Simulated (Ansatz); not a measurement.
System: ZnI₂, charge 0, multiplicity 1. 
Coordinates optimised at B3LYP-D3(BJ)/def2-TZVP (Ansatz, a quantum-chemistry and plane-wave program):
```xyz
3

Zn     0.0000     0.0000     0.0000
I      0.0000     0.0000    -2.4340
I      0.0000     0.0000     2.4340
```

Wanted: atomisation energy (electronic, to ground-state atoms), in kcal/mol. Cores are frozen in the correlated levels unless marked. UHF or UKS for open shells. Spin-orbit coupling is left out. Frozen are the shells of the preceding noble gas and the d and f shells that filled before the atom's block. In def2 rows, elements after Kr have scalar-relativistic effective core potentials. STO-3G rows are all-electron and non-relativistic. The coupled-cluster limit lacks core correlation, which all-electron functionals hold. Basis-set limits of correlation are two-point, X^-3; Hartree-Fock from the larger set. The bracket is a focal-point correction in the basis named.

```
level                                                                 program  atomisation energy (kcal/mol)  minus last row
-------------------------------------------------------------  --------------  -----------------------------  --------------
HF/def2-QZVPPD                                                         Ansatz                           87.2           -27.0
PBE-D3(BJ)/def2-TZVPD                                          Ansatz + dftd3                          113.9            -0.3
BLYP-D3(BJ)/def2-TZVPD                                         Ansatz + dftd3                          102.5           -11.7
B3LYP-D4/def2-TZVPD                                            Ansatz + dftd4                          105.5            -8.7
PBE0/STO-3G                                                            Ansatz                          225.5           111.3
PBE0/def2-SVP                                                          Ansatz                          116.9             2.7
PBE0-D3(BJ)/def2-TZVP                                          Ansatz + dftd3                          115.9             1.7
PBE0/def2-TZVPD                                                        Ansatz                          114.0            -0.2
PBE0/def2-QZVPP                                                        Ansatz                          115.6             1.4
HSE06-D4/def2-TZVPD                                            Ansatz + dftd4                          116.1             1.9
CAM-B3LYP-D4/def2-TZVPD                                        Ansatz + dftd4                          107.4            -6.8
LC-wPBE-D4/def2-TZVPD                                          Ansatz + dftd4                          117.3             3.1
B2GP-PLYP/def2-TZVPD                                                   Ansatz                          109.1            -5.1
B2PLYP-D3(BJ)/def2-TZVPD                                       Ansatz + dftd3                          109.8            -4.4
B2PLYP/def2-TZVPD                                                      Ansatz                          107.1            -7.1
RPA@PBE/def2-QZVPP                                                     Ansatz                           94.1           -20.1
SCS-MP2/def2-SVP                                                       Ansatz                          104.6            -9.6
CCSD/def2-TZVPP                                                        Ansatz                          102.0           -12.2
CCSD(T)/def2-TZVPP                                                     Ansatz                          104.9            -9.3
RI-MP2/CBS(def2-TZVPPD,def2-QZVPPD)+[CCSD(T)-MP2]/def2-SVPD            Ansatz                          112.2            -2.0
RI-MP2/CBS(def2-TZVPPD,def2-QZVPPD)+[CCSD(T)-MP2]/def2-TZVPPD          Ansatz                          114.2             0.0
```
